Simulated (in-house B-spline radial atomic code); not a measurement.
Settings and results of a run for Co V (Co4+). Method: non-relativistic AM05, spin-polarised, spherical fractional occupations, point nucleus. Calculated with a radial B-spline atomic code at the basis-set limit.

Command:
```bash
python run_scf.py task.json out
```
Settings:
```
Z                27
configuration    [Ar] 3d5
hamiltonian      nr
method           am05
spin_polarised   True
```

Output (hartree, bohr):
```
 radial grid: 46 intervals, B-splines of order 8, outer radius 14.6809 bohr

 iter        energy (Eh)    residual
    1       -1359.687320    8.15e-01
    2       -1369.291125    6.70e-01
    3       -1375.759741    1.48e-01
    4       -1376.204489    2.89e-02
    5       -1376.212541    1.84e-02
    6       -1376.219295    1.82e-03
    7       -1376.219330    1.08e-04
    8       -1376.219330    1.37e-05
    9       -1376.219330    6.78e-07
   10       -1376.219330    6.18e-09

 total energy                     -1376.21933
 kinetic                            1374.8707
 electron-nucleus                  -3230.3775
 Hartree                             534.4679
 exchange-correlation                -55.1804

 orbital      occ     eigenvalue          <r>       <r^2>       <1/r>       r_max
 1s up      1.000      -277.9262     0.056984  0.00435293     26.4784     0.03755
 1s down    1.000      -277.9255    0.0569831  0.00435275     26.4787     0.03755
 2s up      1.000       -34.7417     0.259391   0.0793456     5.69122      0.2165
 2s down    1.000       -34.6147     0.258741   0.0789308     5.70658      0.2163
 2p up      3.000       -30.4781     0.226764      0.0631      5.6515      0.1734
 2p down    3.000       -30.3835     0.226074   0.0626829     5.66491      0.1732
 3s up      1.000        -5.9485     0.768397     0.67892     1.84072      0.6721
 3s down    1.000        -5.7111     0.772951    0.687347     1.82568      0.6741
 3p up      3.000        -4.6623      0.79308    0.736085     1.72998      0.6739
 3p down    3.000        -4.4268     0.800356    0.750569     1.71162      0.6769
 3d up      5.000        -2.5221     0.864404    0.921578     1.46966      0.6332
```

Cost of the run: 0.13 s on 1 thread of Arm Neoverse V1, with other jobs on the host.
